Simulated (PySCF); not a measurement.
C₄H₁₀N, SMILES CCNC[CH2], multiplicity 2. Geometry optimised at PBE-D3(BJ)/def2-SVP. The isomer is the one that the SMILES or the coordinates give; other isomers of the formula were not compared. One conformer was computed; it need not be the lowest.

Question: Give the equilibrium geometry at PBE-D3(BJ)/def2-SVP (PySCF confirms it by a frequency run) as Cartesian coordinates in Å. (The exact figures need the calculation; the answer reports its results.)

Answer: One answer among several that fit: 
```xyz
15

C     -2.1824     0.3857     0.4132
C     -1.3116    -0.7436    -0.0249
N     -0.0102    -0.3475    -0.5740
C      0.9744     0.0840     0.4093
C      2.2809     0.4890    -0.2653
H     -1.7526     1.2443     0.9536
H     -3.2738     0.3625     0.2712
H     -1.8480    -1.3590    -0.7823
H     -1.1016    -1.4513     0.8174
H     -0.1553     0.4004    -1.2661
H      1.1571    -0.7720     1.0977
H      0.6239     0.9251     1.0662
H      3.0525     0.7578     0.4833
H      2.1349     1.3721    -0.9231
H      2.6667    -0.3387    -0.8936
```
Charge 0, spin multiplicity 2.
